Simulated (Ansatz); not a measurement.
```xyz
4

B     0.0000    0.0000    0.0000
Al    0.0000    0.0000    4.5100
H     0.0000    2.2930   -1.0692
B     2.9009   -1.6749   -1.5620
```

Basis set: pcseg-2 (spherical functions). Charge 0, multiplicity 1.

Computed with Ansatz (development build ahead of 0.2.0); each method stands on the lowest determinant of its kind that the runs found. Restricted functionals stand beside restricted open-shell atoms, which can lie above the unrestricted atoms usual in DFT and then raise those values.

The atomization energy at this shape (free ground-state atoms in the same class of orbitals less the molecule, no zero-point energy) of singlet AlB₂H:

```
           method  atomization energy
PBE0 (restricted)        -18.4 kJ/mol
              UHF         17.0 kJ/mol
```

Q: What does PBE0 (unrestricted) give?

A: 76.0 kJ/mol. Caution: the shape is not the minimum. Caution for PBE0 (unrestricted), PBE0 (restricted): charge can spread falsely over distant fragments. Caution for PBE0 (unrestricted), UHF: the unrestricted determinant is a mixture of spin states. Caution for PBE0 (restricted): an unrestricted determinant lies well below.
